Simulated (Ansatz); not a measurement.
Steps of a relaxation of CH$_{4}$AlI with RKS PBE0-D4/def2-TZVP.

```sh
$ ansatz run in.yaml --threads 2 --pin off --events-out ev --progress --plain --max-ram 4352MiB
```

```yaml
crystal:
  periodic: [false, false, false]
  atoms:
    - {symbol: Al, position_ang: [-0.781461, 0.171518, -0.733115]}
    - {symbol: C, position_ang: [0.862974, 0.165629, 0.371748]}
    - {symbol: I, position_ang: [-0.128724, -1.473589, 1.528269]}
    - {symbol: H, position_ang: [-0.800638, -0.751580, -2.035692]}
    - {symbol: H, position_ang: [-1.960293, 1.162250, -0.310215]}
    - {symbol: H, position_ang: [1.067223, 0.949468, 1.124709]}
    - {symbol: H, position_ang: [1.802119, -0.291696, 0.008597]}
basis:
  gaussian: {orbitals: def2-TZVP}
hamiltonian: {xc: pbe0, dispersion: d4}
relax: {f_tol: 0.005, max_steps: 150}
```

Positions (Å) and forces (eV/Å) along the path, 7 of 7 steps:

```xyz
7
step=1 energy=-15796.4585 eV
Al   -0.781    0.172   -0.733    0.091   -0.066    0.141
C     0.863    0.166    0.372    0.227   -0.061    0.195
I    -0.129   -1.474    1.528    0.164    0.347   -0.265
H    -0.801   -0.752   -2.036    0.006    0.122    0.155
H    -1.960    1.162   -0.310    0.154   -0.116   -0.058
H     1.067    0.949    1.125   -0.128   -0.454   -0.384
H     1.802   -0.292    0.009   -0.514    0.230    0.216
7
step=2 energy=-15796.4756 eV
Al   -0.781    0.160   -0.722    0.053    0.059   -0.019
C     0.862    0.172    0.361    0.196    0.039    0.123
I    -0.117   -1.423    1.485   -0.164   -0.263    0.155
H    -0.800   -0.751   -2.017    0.006    0.011    0.020
H    -1.946    1.150   -0.307    0.021   -0.011   -0.001
H     1.055    0.921    1.133    0.015   -0.020   -0.262
H     1.788   -0.297    0.021   -0.127    0.186   -0.016
7
step=3 energy=-15796.4845 eV
Al   -0.778    0.157   -0.715    0.040    0.042   -0.022
C     0.856    0.157    0.374    0.104    0.108   -0.029
I    -0.133   -1.446    1.495    0.016   -0.043    0.061
H    -0.791   -0.746   -2.015   -0.007   -0.009   -0.003
H    -1.936    1.153   -0.304   -0.009   -0.002    0.004
H     1.057    0.939    1.108   -0.050   -0.099   -0.049
H     1.785   -0.281    0.010   -0.093    0.002    0.038
7
step=4 energy=-15796.4857 eV
Al   -0.777    0.161   -0.720    0.032    0.018    0.001
C     0.856    0.159    0.372    0.045    0.035   -0.004
I    -0.125   -1.448    1.502    0.003   -0.016    0.020
H    -0.792   -0.745   -2.017   -0.004    0.000    0.004
H    -1.938    1.154   -0.306    0.000   -0.005    0.000
H     1.055    0.935    1.110   -0.028   -0.040   -0.032
H     1.783   -0.284    0.012   -0.048    0.007    0.010
7
step=5 energy=-15796.4854 eV rejected
Al   -0.771    0.165   -0.721   -0.017   -0.004   -0.007
C     0.856    0.158    0.373   -0.045   -0.013   -0.015
I    -0.122   -1.450    1.505    0.004    0.001    0.002
H    -0.790   -0.746   -2.014   -0.005    0.001   -0.007
H    -1.932    1.155   -0.303   -0.006    0.002   -0.004
H     1.042    0.937    1.109    0.052   -0.024   -0.011
H     1.778   -0.288    0.006    0.016    0.036    0.043
7
step=6 energy=-15796.4860 eV
Al   -0.773    0.166   -0.722   -0.007   -0.005    0.002
C     0.855    0.159    0.372    0.001   -0.007    0.001
I    -0.122   -1.449    1.505    0.003    0.002    0.001
H    -0.794   -0.745   -2.016    0.002    0.002   -0.004
H    -1.936    1.153   -0.306    0.000    0.005   -0.001
H     1.050    0.934    1.110    0.001    0.000   -0.001
H     1.781   -0.284    0.012   -0.001    0.004    0.002
7
step=7 energy=-15796.4860 eV
Al   -0.774    0.164   -0.721    0.003    0.000   -0.002
C     0.855    0.158    0.372    0.000   -0.001    0.002
I    -0.121   -1.450    1.507   -0.001    0.001   -0.001
H    -0.793   -0.744   -2.017   -0.002   -0.001    0.000
H    -1.936    1.155   -0.307    0.000    0.000    0.001
H     1.050    0.934    1.109    0.001    0.000    0.000
H     1.781   -0.285    0.012   -0.001    0.002   -0.001
```

Hardware: 2 threads of an Intel Xeon 6975P-C on a shared host. Wall time 13 s, peak host memory 0.32 GiB.
